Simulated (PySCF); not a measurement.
## Cobalt: a sound run and one with changed settings

Sound run: Co⁺ [Ar] 3d8, Co²⁺ [Ar] 3d7. All numbers are calculated (PySCF 2.14, the spin-free X2C one-electron Hamiltonian (Gaussian nucleus), in aug-cc-pVDZ-DK). In the sound run the correlated levels freeze [Ar]. The sound run starts from symmetry-adapted Hartree-Fock orbitals and uses a fine grid where one is needed.

A second run was set up differently.

| species | method | sound run (hartree) | changed run (hartree) | converged |
| --- | --- | --- | --- | --- |
| Co⁺ | MP2 | -1391.82053 | -1392.05298 | yes |
| Co²⁺ | MP2 | -1391.20376 | -1391.41711 | yes |

Ionisation energy of Co⁺:

| method | sound run (eV) | changed run (eV) |
| --- | --- | --- |
| UHF | 14.248 | 14.248 |
| MP2 | 16.783 | 17.303 |
| SCS-MP2 | 16.645 | 17.004 |

Q: What was changed?
A. a valence shell is frozen
B. basis contracted for another Hamiltonian
C. too few SCF iterations
D. all electrons correlated in a valence basis

A: D. A valence basis has no tight correlating functions, so it recovers only part of the core correlation, and not evenly between atom and ion.
